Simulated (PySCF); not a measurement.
Molecular orbitals of BiS

revPBE at R = 2.298 Å; basis Bi def2-TZVPP with ECP60, S def2-TZVPP; scalar-relativistic core potentials; PySCF 2.14. State: ²Π (doublet), unpaired electrons π ↑. Only the outer orbitals are listed, counted within each symmetry, core potentials removing the inner ones.

```
spin  orbital  occ.  ε (eV)  on Bi (%)  main shells (%)
   α       7σ     1  -17.46         37  60 S s, 34 Bi s
   α       8σ     1  -13.88         61  58 Bi s, 35 S s
   α       9σ     1   -7.34         37  60 S p, 32 Bi p
   α       4π     1   -6.78         34  65 S p, 32 Bi p
   α       4π     1   -6.73         34  65 S p, 33 Bi p
   α       5π     1   -4.27         68  66 Bi p, 32 S p
   α       5π     0   -4.21         68  67 Bi p, 31 S p
   α      10σ     0   -1.08         78  70 Bi p, 24 S p
   α       6π     0    2.57         99          96 Bi p
   β       7σ     1  -17.25         35  62 S s, 31 Bi s
   β       8σ     1  -13.49         63  61 Bi s, 32 S s
   β       9σ     1   -7.19         36  61 S p, 30 Bi p
   β       4π     1   -6.71         29  70 S p, 27 Bi p
   β       4π     1   -6.21         27  72 S p, 25 Bi p
   β       5π     0   -3.95         73  72 Bi p, 26 S p
   β       5π     0   -3.31         75  74 Bi p, 24 S p
   β      10σ     0   -0.87         79  72 Bi p, 22 S p
```

Which are the highest filled and the lowest empty level, where do they sit, and how wide is the gap?

Highest filled α 5π at -4.27 eV (in %: 66 Bi p, 32 S p); lowest empty α 5π at -4.21 eV (in %: 67 Bi p, 31 S p); the gap at revPBE is 0.06 eV. Both belong to one degenerate shell, split only by its one-sided filling, so this is no excitation gap.

- bond order (Mayer): 2.19
- ⟨S²⟩: 0.755
- charge on Bi (Mulliken, basis-dependent): 0.41
- charge on Bi (Löwdin, basis-dependent): 0.14
- dipole moment (positive dipole means Bi(−)S(+)): -2.91 D

These are scalar-relativistic numbers at best; spin–orbit coupling would shift them, the dissociation energy most. The state is the lowest determinant that a PBE0 search found; another state may lie lower at other levels.
